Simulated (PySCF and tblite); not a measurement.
Results of a calculation; reference values are marked as such.
C6H10O, numbered as in [CH3:1][O:2][C:3]1=[CH:4][CH2:5][CH2:6][CH2:7]1.

Search: ETKDG, MMFF94s, GFN2-xTB, 90 starts; geometries at GFN2-xTB. Energies: PBE0-D3(BJ)/pcSseg-1, with GFN2-xTB thermal terms (modes under about 100 cm⁻¹ blended into free rotors). Symmetry numbers and mirror images are counted. Conformers within 3 kcal/mol (GFN2-xTB free energy) were kept, 10 at most. Couplings: B3LYP/6-31G* with pcJ-1 on H (gas phase; spin-dipole term only for pairs with B, N, F, Si or P). Couplings are for ¹H; a prime marks the second kind of pair between the same two sets of atoms. H–H couplings come out 0.1 to 0.9 Hz lower than with pcJ-1 on all atoms. (PySCF 2.14, tblite 0.8.)

Torsions listed: C1–O2–C3–C7. The 5-ring runs over atoms 3–4–5–6–7. Of a mirror pair one member is shown.

| conformer | shape | weight % |
| --- | --- | --- |
| 1 | 5-ring envelope (ring torsions 13, -21, 21, -13, 0°); 179° | 99.9 |
| 2 | 5-ring envelope (ring torsions 12, -18, 18, -12, 0°); -6° | 0.1 |

Give the couplings in each conformer and the averages at 298.15 K (pairs that fast motion interchanges averaged).


```tsv
coupling	pairs	1	2	average (Hz)
²J(H1,H1)	3	-11.2	-11.3	-11.2
³J(H4,H5)	2	2.9	3.0	2.9
²J(H5,H5)	1	-15.2	-15.7	-15.2
³J(H5,H6)	2	4.8	4.7	4.8
³J(H5,H6′)	2	10.0	10.6	10.0
²J(H6,H6)	1	-13.1	-13.4	-13.1
³J(H6,H7)	2	10.6	10.9	10.6
³J(H6,H7′)	2	5.4	5.0	5.4
²J(H7,H7)	1	-16.0	-15.8	-16.0
```
